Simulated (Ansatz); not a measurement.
Total energies of GeFCl3 (GeCl3F) from Ansatz at PBE0-D4/def2-TZVP, gas phase (1 Eh = 27.2114 eV = 2625.5 kJ/mol). The reference geometry is relaxed at PBE0-D4/def2-SVP.

```json
{"state": "charge 0 singlet", "geometry": "reference", "energy (Eh)": "-3556.90599"}
{"state": "charge 1 doublet", "geometry": "reference", "energy (Eh)": "-3556.46961"}
{"state": "charge 1 doublet", "geometry": "relaxed at PBE0-D4/def2-SVP", "energy (Eh)": "-3556.48254"}
{"state": "free Ge atom (triplet)", "geometry": "–", "energy (Eh)": "-2076.65516"}
{"state": "free F atom (doublet)", "geometry": "–", "energy (Eh)": "-99.67617"}
{"state": "free Cl atom (doublet)", "geometry": "–", "energy (Eh)": "-459.99739"}
```

Question: Work out the vertical ionisation energy to the doublet.

Answer: E(charge 1 doublet) − E(charge 0 singlet) = -3556.46961 − (-3556.90599) = 0.43638 Eh = 11.87 eV. For comparison, −ε of the highest occupied level is 9.82 eV at this level, 2.05 eV less.

Question: How much does the charge 1 doublet relax, and what is the adiabatic ionisation energy?

Answer: Relaxation: -3556.46961 − (-3556.48254) = 0.01293 Eh = 0.35 eV. Adiabatic ionisation energy: 0.42345 Eh = 11.52 eV, without zero-point energy. 

Question: What is the binding energy per atom against free atoms?

Answer: Atoms: 1 × (-2076.65516) + 1 × (-99.67617) + 3 × (-459.99739) = -3556.32350 Eh. Binding: -3556.32350 − (-3556.90599) = 0.58249 Eh = 15.85 eV, or 3.17 eV for each of 5 atoms (no zero-point energy, no counterpoise term).
